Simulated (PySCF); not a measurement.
Potassium: a sound run and one with changed settings

Sound run: K⁺ [Ar], K²⁺ [Ne] 3s2 3p5. All numbers are calculated (PySCF 2.14, the non-relativistic Hamiltonian (point nucleus), in 6-31G*). In the sound run the correlated levels freeze [Ne] 3s2. The sound run starts from symmetry-adapted Hartree-Fock orbitals and uses a fine grid where one is needed.

Changed run: basis STO-3G. This setting is unsound on purpose.

| species | method | sound run (hartree) | changed run (hartree) | converged |
| --- | --- | --- | --- | --- |
| K⁺ | UHF | -598.97167 | -593.00933 | yes |
| K⁺ | LDA | -597.97475 | -591.87396 | yes |
| K⁺ | MN15 | -599.62310 | -592.43449 | yes |
| K⁺ | MP2 | -599.08087 | -593.01816 | yes |
| K⁺ | CCSD(T) | -599.09606 | -593.01939 | yes |
| K²⁺ | UHF | -597.81409 | -591.89066 | yes |
| K²⁺ | LDA | -596.76361 | -590.70661 | yes |
| K²⁺ | MN15 | -598.40441 | -591.26793 | yes |
| K²⁺ | MP2 | -597.88763 | -591.89339 | yes |
| K²⁺ | CCSD(T) | -597.90301 | -591.89385 | yes |

Ionisation energy of K⁺:

```
 method  sound run (eV)  changed run (eV)
    UHF          31.499            30.441
    LDA          32.957            31.765
   MN15          33.162            31.744
    MP2          32.470            30.606
SCS-MP2          32.405            30.600
   CCSD          32.464            30.622
CCSD(T)          32.465            30.627
```

A minimal basis cannot let orbitals breathe on ionisation and holds almost no correlation.

For comparison, NIST gives 31.625 eV between the lowest levels.
